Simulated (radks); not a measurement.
Results of a calculation; reference values are marked as such.
Species: Mg3+. Configuration: [He] 2s2 2p5 (the NIST ground configuration). Code: a radial shooting solver on a logarithmic mesh with Libxc functionals. Model: non-relativistic Kohn-Sham, PBEsol, spin-polarised, spherical densities, point nucleus; open shells are filled with parallel spins first.

Local quantities along the radius. ELF = 1/(1 + alpha^2) is the electron localisation function; alpha = (tau - tau_W)/tau_unif compares the Pauli kinetic energy density with that of the uniform gas (summed over spins).

r (bohr),ELF,alpha
0.004173,1.000,0.006482
0.00463,1.000,0.006579
0.005097,1.000,0.006679
0.005656,1.000,0.006800
0.006225,1.000,0.006926
0.006908,1.000,0.007081
0.007665,1.000,0.007257
0.008437,1.000,0.007441
0.009362,1.000,0.007667
0.01031,1.000,0.007906
0.01143,1.000,0.008201
0.01269,1.000,0.008543
0.01397,1.000,0.008907
0.0155,1.000,0.009363
0.01706,1.000,0.009854
0.01893,1.000,0.01048
0.021,1.000,0.01121
0.02312,1.000,0.01202
0.02565,1.000,0.01307
0.02824,1.000,0.01424
0.03133,1.000,0.01577
0.03477,1.000,0.01768
0.03827,1.000,0.01986
0.04246,0.999,0.02284
0.04674,0.999,0.02634
0.05186,0.999,0.03126
0.05755,0.999,0.03780
0.06335,0.998,0.04588
0.07029,0.997,0.05784
0.07737,0.995,0.07318
0.08585,0.991,0.09683
0.09526,0.983,0.1317
0.1049,0.969,0.1792
0.1164,0.938,0.2568
0.1291,0.876,0.3766
0.1421,0.772,0.5435
0.1577,0.604,0.8093
0.1736,0.432,1.145
0.1926,0.286,1.580
0.2137,0.204,1.974
0.2352,0.178,2.146
0.261,0.196,2.027
0.2873,0.256,1.706
0.3188,0.372,1.300
0.3538,0.519,0.9627
0.3894,0.645,0.7414
0.4321,0.745,0.5845
0.4756,0.804,0.4938
0.5278,0.841,0.4345
0.5856,0.860,0.4031
0.6446,0.866,0.3925
0.7153,0.863,0.3984
0.7873,0.850,0.4200
0.8736,0.823,0.4641
0.9694,0.776,0.5370
1.067,0.709,0.6409
1.184,0.601,0.8146
1.303,0.468,1.065
1.446,0.307,1.502
1.605,0.165,2.246
1.766,0.078,3.442
1.96,0.029,5.835
2.157,0.010,10.14
2.394,0.003,19.96

On this mesh the ELF has minima near r = 0.24 bohr, which separate the shells, and maxima near 0.64 (0.87).

Self-consistent cycle (total energy in hartree, residual of the potential): 1: -194.464603, 5e+00; 2: -195.251526, 3e+00; 3: -195.725589, 2e-01; 4: -195.728203, 2e-01; 5: -195.730428, 1e-02; 6: -195.730453, 6e-04; 7: -195.730453, 7e-05; 8: -195.730453, 9e-06; 9: -195.730453, 5e-06; 10: -195.730453, 2e-06; 11: -195.730453, 1e-06; 12: -195.730453, 5e-08; 13: -195.730453, 2e-09.
